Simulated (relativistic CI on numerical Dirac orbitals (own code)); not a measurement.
# Tc11+: q coefficients and field-shift factors

These numbers are calculated, not measured: Dirac-Coulomb-Breit CI, separate exchange-only KLI orbitals for each configuration, derivatives by finite differences, unscaled Slater integrals, QED left out (own radial code, finite nucleus).

CI space (outside the closed core [Ar] 3d10): 4s²4p², 4s4p³, 4p⁴, 4s²4p4d, 4s4p²4d, 4s²4p4f, 4s²4d², 4s4d³. Double excitations out of closed p, d and f shells are left out; levels of such configurations are missing from the list, as are those of other unlisted configurations, and high levels can miss mixing partners.

With x = (α/α₀)² − 1 an excitation energy changes as ω = ω₀ + qx; K = 2q/ω₀ is the relative enhancement. Terms are leading LS components, so labels can repeat. The field-shift factor is F = δν/δ⟨r²⟩ for the transition from the lowest level.

Lowest level 4s²4p² ³P0.

```tsv
Level	ω₀ (cm⁻¹)	q (cm⁻¹)	K	F (GHz/fm²)
4s²4p² ³P1	20718	28070	2.71	-0.41
4s²4p² ³P2	31639	32230	2.04	-0.471
4s²4p² ¹D2	63566	57610	1.81	-0.925
4s²4p² ¹S0	97226	57090	1.17	-1.45
4s4p³ ⁵S°2	218709	61290	0.56	-38.2
4s4p³ ³D°1	280853	54390	0.387	-35.2
4s4p³ ³D°2	281761	58360	0.414	-35.4
4s4p³ ³D°3	290218	70990	0.489	-35.6
4s4p³ ³P°0	319796	71090	0.445	-36.1
4s4p³ ³P°1	323046	76500	0.474	-36
4s4p³ ³P°2	326685	80620	0.494	-35.1
4s4p³ ¹D°2	366428	77360	0.422	-28.1
4s4p³ ³S°1	392192	59510	0.303	-37.1
4s4p³ ¹P°1	425130	92550	0.435	-35.9
4s²4p4d ³F°2	429868	35190	0.164	0.53
4s²4p4d ³F°3	442175	46160	0.209	1.33
4s²4p4d ³F°4	461730	69050	0.299	1.14
4s²4p4d ³P°2	476852	38590	0.162	-3.78
4s²4p4d ³D°1	486689	37910	0.156	-1.3
4s²4p4d ¹D°2	500087	65330	0.261	-5.84
4s²4p4d ³P°0	502590	64390	0.256	-1.07
4s²4p4d ³P°1	508206	64410	0.253	-1.66
4s²4p4d ³D°3	512004	60920	0.238	-1.28
```

At this charge energies of transitions that change n are usually good to better than 1 %, and those within a shell (Δn = 0) to a few per cent.
